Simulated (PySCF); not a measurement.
Computed shifts of a molecule C₂H₆ClFSi₂, PBE/pcSseg-1 (PySCF), GIAO, gas phase, equivalent atoms averaged, in ppm (number of nuclei): ¹⁹F: -256.0 (1). ²⁹Si: -9.5 (1), -64.6 (1). ¹³C: 167.2 (1), 150.0 (1). ¹H: 7.04 (1), 5.97 (2), 4.61 (3). References: ¹⁹F against CFCl3 (σ = 133.6 ppm); ²⁹Si against TMS (σ = 335.4 ppm); ¹³C against TMS (σ = 182.0 ppm); ³⁵Cl against HCl (σ = 936.5 ppm); ¹H against TMS (σ = 31.49 ppm), references at their B3LYP-D3(BJ)/def2-TZVP geometries, non-relativistic (without spin–orbit terms, shifts of atoms bonded to Cl or Br come out too high). Geometry: B3LYP-D3(BJ)/def2-SVP. The values are those of a single conformer.

Problem. Pick the molecule that these values belong to.
A. F[SiH2]/C=C(/[SiH3])Cl
B. F[Si]1(Cl)C[SiH2]C1
C. C=C(Cl)[Si@@H](F)[SiH3]
D. F[SiH2]/C([SiH3])=C\Cl

Solution. A, F[SiH2]/C=C(/[SiH3])Cl
